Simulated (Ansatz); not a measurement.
Coupled-cluster run, F2H7N3Si2, SMILES `N[Si@H](F)N[Si@@H](N)F`.

```yaml
crystal:
  periodic: [false, false, false]
  atoms:
    - {symbol: N, position_ang: [0.400208, 2.513586, -1.062557]}
    - {symbol: Si, position_ang: [-0.214607, 1.295625, -0.044056]}
    - {symbol: F, position_ang: [-0.018901, 1.868939, 1.438594]}
    - {symbol: N, position_ang: [0.687830, -0.130410, -0.328495]}
    - {symbol: Si, position_ang: [0.247518, -1.758425, -0.049268]}
    - {symbol: N, position_ang: [-0.737744, -1.812899, 1.328742]}
    - {symbol: F, position_ang: [-0.642311, -2.392536, -1.216856]}
    - {symbol: H, position_ang: [0.251899, 3.482914, -0.833356]}
    - {symbol: H, position_ang: [0.444302, 2.373015, -2.058487]}
    - {symbol: H, position_ang: [-1.651395, 0.966283, -0.137261]}
    - {symbol: H, position_ang: [1.638127, 0.021600, -0.639554]}
    - {symbol: H, position_ang: [1.494799, -2.558183, -0.056371]}
    - {symbol: H, position_ang: [-1.393810, -2.557657, 1.489638]}
    - {symbol: H, position_ang: [-0.505904, -1.311853, 2.169295]}
basis:
  gaussian: {orbitals: def2-TZVPP}
correlation: {method: ccsd_t}
```

```sh
$ ansatz run in.yaml --threads 2 --pin off --events-out ev --progress --plain --max-ram 22528MiB --backend cuda --devices 0, --max-vram 18GiB
```

Output of Ansatz, abridged:

```
Functional definition: HF
2011 factors; integrals over basis functions are off by at most 1.3e-3 eV
mean field evaluation 1: about -25697.7696 eV, gradient 6.3e1 eV
mean field evaluation 2: about -25698.0585 eV, gradient 6.3e1 eV
mean field evaluation 4: about -25705.3502 eV, gradient 3.9e0 eV
mean field evaluation 8: about -25705.4303 eV, gradient 2.7e-1 eV
mean field -25705.43048389 eV, -944.6571465163 hartree, gradient 2.4e-6 eV, S^2 0.000000; 0 other end points of the search recorded, 0 dependent functions left out
15 core orbitals not correlated: weight in the atoms' cores, before any rotation towards them, 1.000 or more for the frozen orbitals, at most 0.000 for the correlated occupied ones
reference -25705.43048389 eV, -944.6571465163 hartree; 22, 22 occupied and 300, 300 virtual orbitals, 2011 factors
second order -37.28894051 eV of doubles, -0.00000000 eV of singles
cycle   1  -37.40762727 eV  change   -1.2e-1 eV  update   1.2e-1
cycle   2  -38.15158072 eV  change   -7.4e-1 eV  update   3.3e-2
cycle   3  -38.32179123 eV  change   -1.7e-1 eV  update   1.6e-2
cycle   4  -38.30334266 eV  change    1.8e-2 eV  update   3.5e-3
cycle   5  -38.30103887 eV  change    2.3e-3 eV  update   1.5e-3
cycle   6  -38.30210985 eV  change   -1.1e-3 eV  update   4.5e-4
cycle   7  -38.30187487 eV  change    2.3e-4 eV  update   1.5e-4
cycle   8  -38.30175650 eV  change    1.2e-4 eV  update   4.6e-5
cycle   9  -38.30176142 eV  change   -4.9e-6 eV  update   1.8e-5
perturbative correction -1.30405632 eV, -0.0479231858 hartree
Total energy: -25745.03630162 eV, -946.1126334722 hartree
```

Run time 9.5 s (2 threads of an AMD EPYC 7R13 on a shared host and a share of an NVIDIA H100 80 GB); peak host memory 0.88 GiB.

The correlation energy is -39.606 eV, 3.3 % of it from (T); the T1 diagnostic reads 0.0109.
